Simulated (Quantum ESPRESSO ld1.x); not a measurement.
Q: Nb3+, 38 electrons, occupied as [Kr] 4d1 7s1 (not the ground configuration). Method: Dirac Kohn-Sham, LDA (Slater exchange, VWN5 correlation), spin-unpolarised, spherical densities, point nucleus; open shells are shared between the two j in proportion to 2j + 1; computed with ld1.x of Quantum ESPRESSO 7.5. Some entries of the table are withheld. Estimate them.

orbital  occ.  eigenvalue (hartree)  <r> (bohr)  <1/r> (bohr^-1)
1s1/2       2                   (1)     0.03613            42.35
2s1/2       2              -98.0979      0.1579            9.613
2p1/2       2              -90.2199      0.1347            9.596
2p3/2       4              -86.7065      0.1392            9.159
3s1/2       2              -17.6565      0.4438            3.271
3p1/2       2              -14.6895      0.4390              (2)
3p3/2       4              -14.1190      0.4496              (3)
3d3/2       4              -8.86067         (4)            2.873
3d5/2       6              -8.75427         (5)            2.846
4s1/2       2              -3.65453       1.135            1.204
4p1/2       2              -2.80801         (6)            1.093
4p3/2       4              -2.72310         (7)            1.065
4d3/2     0.4              -1.46254       1.607           0.8148
4d5/2     0.6              -1.45262       1.617           0.8091
7s1/2       1              -0.33492       8.205           0.1645

A: 
(1) 1s1/2 eigenvalue (hartree): -691.475
(2) 3p1/2 <1/r> (bohr^-1): 3.172
(3) 3p3/2 <1/r> (bohr^-1): 3.066
(4) 3d3/2 <r> (bohr): 0.4308
(5) 3d5/2 <r> (bohr): 0.4343
(6) 4p1/2 <r> (bohr): 1.233
(7) 4p3/2 <r> (bohr): 1.260
